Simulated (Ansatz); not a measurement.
Molecule: HSe (charge 0, doublet). 
Structure (B3LYP-D3(BJ)/def2-TZVP (Ansatz, a program for electronic structure) minimum search):
```
Se
H 1 1.4749
```
Charge 0, spin multiplicity 2.

Quantity: vertical ionisation energy (to the triplet state of charge +1; each state is the SCF solution reached for its spin), in eV. Valence correlation only, unless marked. Open shells are spin-unrestricted. Spin-orbit coupling is left out. Frozen are the shells of the preceding noble gas and the d and f shells that filled before the atom's block. No relativistic terms. CBS(X,Y): correlation extrapolated as X^-3; Hartree-Fock from the larger set.

| level | program | vertical ionisation energy (eV) |
|---|---|---|
| PBE/def2-TZVPD | Ansatz | 9.73 |
| r2SCAN/def2-TZVPD | Ansatz | 9.75 |

What does CCSD(T)/CBS(aug-cc-pVTZ,aug-cc-pVQZ) (Ansatz) give?

9.76 eV
